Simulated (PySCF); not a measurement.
Which determinant of NiB lies lowest?

Unrestricted PBE0; basis Ni x2c-TZVPPall, B x2c-TZVPPall; spin-free X2C with a Gaussian nucleus; PySCF 2.14. Outer shells of the fragments: Ni 3d8 4s2; B 2s2 2p1.

Followed along the bond (rough minima from three points):

```
2Ms+1       unpaired  ⟨S²⟩ at the start  R at minimum (Å)  Te (eV)
    2            σ ↑               1.04              1.66     0.00
    2            δ ↑               0.78              1.89     0.32
    4  σ ↑, π ↑, δ ↑               3.77              1.83     0.78
    4  σ ↑, π ↑, δ ↑               3.77              1.83     0.82
    2  σ ↑, π ↓, δ ↑               1.78              1.85     1.15
    2            π ↑               0.77  none in the scan   ≤ 0.93
```

Solutions found at the starting distance of 1.870 Å, counted from the lowest of them; the search is not exhaustive and high or unbound solutions are not listed, so other states can lie among these:

```json
{"2Ms+1": "2", "unpaired": "δ ↑", "term": "²Δ", "E (eV)": "0.00", "⟨S²⟩": "0.78", "⟨Lz²⟩": "4.01", "μ (D)": "-1.75"}
{"2Ms+1": "2", "unpaired": "σ ↑", "term": "²Σ⁺", "E (eV)": "0.04", "⟨S²⟩": "1.04", "⟨Lz²⟩": "0.00", "μ (D)": "-2.21"}
{"2Ms+1": "4", "unpaired": "σ ↑, π ↑, δ ↑", "term": "mixed", "E (eV)": "0.47", "⟨S²⟩": "3.77", "⟨Lz²⟩": "4.82", "μ (D)": "-2.48"}
{"2Ms+1": "4", "unpaired": "σ ↑, π ↑, δ ↑", "term": "mixed", "E (eV)": "0.51", "⟨S²⟩": "3.77", "⟨Lz²⟩": "5.02", "μ (D)": "-2.50"}
{"2Ms+1": "2", "unpaired": "π ↑", "term": "²Π", "E (eV)": "0.72", "⟨S²⟩": "0.77", "⟨Lz²⟩": "1.02", "μ (D)": "-1.88"}
{"2Ms+1": "2", "unpaired": "σ ↑, π ↓, δ ↑", "term": "mixed", "E (eV)": "0.84", "⟨S²⟩": "1.78", "⟨Lz²⟩": "4.93", "μ (D)": "-2.69"}
```

A term symbol is given only where ⟨S²⟩ and ⟨Lz²⟩ are close to those of a pure state; real π, δ and φ orbitals otherwise mix terms. A positive dipole means Ni(−)B(+).

Task: Compare the gap between the two lowest followed solutions at the starting distance with the gap between their minima.

Result: At PBE0 the second solution (doublet, unpaired electrons δ ↑) lies -0.04 eV from the first (doublet, unpaired electrons σ ↑) at 1.870 Å and +0.32 eV at the minima; the two curves relax by different amounts, since their minima lie near 1.89 and 1.66 Å.

With d or f electrons several states lie close, and the lowest PBE0 determinant need not be the measured ground state.
